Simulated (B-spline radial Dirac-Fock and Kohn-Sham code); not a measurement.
Calculated with a radial atomic solver, using relativistic Hartree-Fock (Dirac-Fock) wave functions, averaged over the configuration.

Q: This computed X-ray form factor belongs to an atom or ion in its tabulated ground configuration. Which?

| sin θ/λ (Å⁻¹) | f₀ |
| --- | --- |
| 0.05 | 9.999 |
| 0.2 | 9.985 |
| 0.35 | 9.955 |
| 0.4 | 9.942 |
| 0.6 | 9.869 |
| 1.8 | 8.905 |
| 2 | 8.672 |
| 3 | 7.337 |
| 4 | 5.919 |

A: Ta⁶³⁺, with 10 electrons in [He] 2s2 2p6. f₀ tends to the number of electrons as s goes to zero, which the first rows give only roughly, and the rate of fall reflects the nuclear charge, 73.

Q: This computed X-ray form factor belongs to an atom or ion in its tabulated ground configuration. Which?

```
sin θ/λ (Å⁻¹)      f₀
         0.07  55.748
         0.18  54.369
          0.5  45.159
         0.64  39.965
         0.82  33.487
         1.05  26.597
         1.74  16.371
         2.23  13.389
         4.72   5.216
```

A: Pt²²⁺, with 56 electrons in [Kr] 4d10 4f10. f₀ tends to the number of electrons as s goes to zero, which the first rows give only roughly, and the rate of fall reflects the nuclear charge, 78.

Q: This computed X-ray form factor belongs to an atom or ion in its tabulated ground configuration. Which?

| sin θ/λ (Å⁻¹) | f₀ |
| --- | --- |
| 0.05 | 67.737 |
| 0.1 | 66.961 |
| 0.6 | 44.744 |
| 0.8 | 36.467 |
| 0.9 | 33.070 |
| 1.6 | 18.748 |
| 2 | 15.327 |
| 2.5 | 12.699 |
| 3 | 10.445 |

A: Pb¹⁴⁺, with 68 electrons in [Xe] 4f14. f₀ tends to the number of electrons as s goes to zero, which the first rows give only roughly, and the rate of fall reflects the nuclear charge, 82.
